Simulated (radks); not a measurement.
The numbers below are computed, except where a source is named.
Question: La3+, 54 electrons, occupied as [Xe] (the NIST ground configuration). Code: a radial shooting solver on a logarithmic mesh with Libxc functionals. Model: non-relativistic Kohn-Sham, TPSS, spin-polarised, spherical densities, point nucleus; meta-GGA in the generalised Kohn-Sham scheme; relativity is left out, which matters for an element this heavy. Some entries of the table are withheld. Estimate them.

| orbital | occ. | eigenvalue (eV) | <1/r> (bohr^-1) | <r^2> (bohr^2) |
|---|---|---|---|---|
| 1s | 2 | (1) | (2) | 0.0009487 |
| 2s | 2 | -5742.531 | 13.03 | 0.01530 |
| 2p | 6 | -5423.796 | 13.04 | (3) |
| 3s | 2 | -1248.153 | 4.822 | 0.1022 |
| 3p | 6 | -1111.065 | 4.748 | 0.09702 |
| 3d | 10 | -856.8926 | 4.625 | 0.07994 |
| 4s | 2 | -270.2998 | 2.027 | 0.5265 |
| 4p | 6 | (4) | 1.934 | 0.5651 |
| 4d | 10 | -131.0253 | (5) | 0.6746 |
| 5s | 2 | (6) | 0.8135 | 2.889 |
| 5p | 6 | -44.6339 | 0.7307 | 3.541 |

Answer: 
(1) 1s eigenvalue (eV): -36980.62
(2) 1s <1/r> (bohr^-1): 56.48
(3) 2p <r^2> (bohr^2): 0.01145
(4) 4p eigenvalue (eV): -219.5177
(5) 4d <1/r> (bohr^-1): 1.729
(6) 5s eigenvalue (eV): -58.6928
